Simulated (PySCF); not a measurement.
Gas-phase reaction: GeF3 + 2 GeH3 + 3 F = 3 GeH2F2

Computed with PySCF and rigid-rotor harmonic-oscillator thermochemistry at 1 bar. † marks an energy on the PBE0/def2-TZVP geometry and frequencies; other levels use their own. CCSD(T) freezes the core. 6-31G* has spherical d functions here. Open shells (unrestricted): GeF3 (multiplicity 2), GeH3 (multiplicity 2), F (multiplicity 2); the rest are closed-shell singlets. Spin-orbit splitting is ignored; it lowers the true energy and changes the entropy of F. Ge: all electrons, no relativistic terms. GeF3, GeH3, GeH2F2: computed as isolated molecules; such fragments, hydroxides, amides, oligomers or adducts are transient or little studied in the gas. CCSD(T) isn't extrapolated to the basis-set limit.

```
level                ΔH°(298 K), kJ
-------------------  --------------
CCSD(T)/def2-TZVPP†           -1594
HF/6-31G*                     -1104
HF/def2-TZVP†                 -1150
M06-2X/def2-TZVP†               ___
PBE0/def2-SVP†                  ___
```

Q: What belongs in the gaps?

A: 
- M06-2X/def2-TZVP†, ΔH°(298 K), kJ: -1629
- PBE0/def2-SVP†, ΔH°(298 K), kJ: -1553
